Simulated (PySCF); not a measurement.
# Unknown compound

An unknown has the formula C3H7F4NSi2. Its calculated NMR data are:

$^{1}$H NMR (300 MHz, computed): δ 6.39 (m, 1H), 5.36 (m, 2H), 5.00 (m, 1H), 4.83 (s, 3H).

$^{13}$C{$^{1}$H} NMR (computed): δ 149.9 (CH), 133.2 (C), 102.9 (CH).

PySCF 2.14 calculation with coordinates at the GFN2-xTB level and shieldings: GIAO PBE0/pcSseg-1; gas phase, one computed conformer, relativity neglected, equivalent nuclei averaged.

Referencing at the same level of theory: $^{1}$H (σref 31.72), $^{13}$C (σref 186.93) vs TMS.

Question: What is the structure?

Answer: 
Rings plus π bonds: 1 (no ring in the answer). 3 carbon signals for 3 carbons: no two carbons are equivalent. Carbon types of the structure: 1 × C, 2 × CH, leaving 5 H on heteroatoms. δC 149.9: alkene carbon bearing nitrogen; an sp2 carbon further deshielded by the attached heteroatom. δC 133.2: CF3 carbon; 3 electronegative neighbours deshield it. δC 102.9: β carbon of an enol-ether or enamine type C=C; the O or N lone pair pushes π density onto this β carbon and shields it. δH 6.39: hydrogen on an alkene carbon bearing nitrogen; olefinic region. δH 5.36: hydrogen on a silicon bonded to F, N. δH 5.00: hydrogen on a β carbon of an enol-ether or enamine type C=C; lone-pair donation from O or N shields it, upfield of ordinary alkene protons. δH 4.83: hydrogen on a silicon bonded to N.

The compound is SMILES F[SiH2]N([SiH3])/C=C\C(F)(F)F.

This is the structure that produced the data.

Splittings by $^{19}$F in the carbon and heteronuclear signals aren't shown, as no couplings were computed. Shifts are as computed. Against solution values, carbons near 30 ppm lie about +3 ppm off and those near 130 ppm about +5 ppm. Of 1211 compounds with measured shifts, 218 miss one by over three times the rms of a fit or turn the order of signals round; such compounds aren't used in these exercises. Multiplicities follow the n + 1 count of equivalent neighbours, as no J values were calculated; m marks all less simple cases, F and P coupling included.
